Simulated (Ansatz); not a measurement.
`NC([SiH3])[SiH2]Cl` and `FC([SiH3])[SiH2]Cl` differ in one atom or group.

Ansatz, PBE0-D4/def2-TZVP geometries, multiplicity 1. Each molecule was computed in one conformer, which needn't be the lowest.

```tsv
property	`NC([SiH3])[SiH2]Cl`
LUMO energy (PBE0/def2-TZVPP) / eV	0.18
LUMO energy (PBE/def2-TZVPP) / eV	-0.71
HOMO–LUMO gap (PBE0/def2-TZVPP) / eV	7.11
size of the dipole moment (ωB97M-V/def2-TZVPP) / D	1.57
LUMO energy (ωB97M-V/def2-TZVPP) / eV	1.88
size of the dipole moment (PBE/def2-TZVPP) / D	1.50
```

(1) What does the change do to each property? (Best estimate.)

Answers

(1) The calculation gave: 
```
                                          property  `FC([SiH3])[SiH2]Cl`  shift
                LUMO energy (PBE0/def2-TZVPP) / eV                 -0.39  -0.57
                 LUMO energy (PBE/def2-TZVPP) / eV                 -1.30  -0.59
              HOMO–LUMO gap (PBE0/def2-TZVPP) / eV                  8.02   0.91
size of the dipole moment (ωB97M-V/def2-TZVPP) / D                  1.98   0.41
             LUMO energy (ωB97M-V/def2-TZVPP) / eV                  1.45  -0.43
    size of the dipole moment (PBE/def2-TZVPP) / D                  1.81   0.31
```

With PBE0 the HOMO falls by 1.49 eV and the LUMO falls by 0.57 eV, so the gap widens by about 0.92 eV. PBE moves the HOMO by -1.44 eV and ωB97M-V by -1.40 eV. Dipoles are sizes alone; their direction can turn.
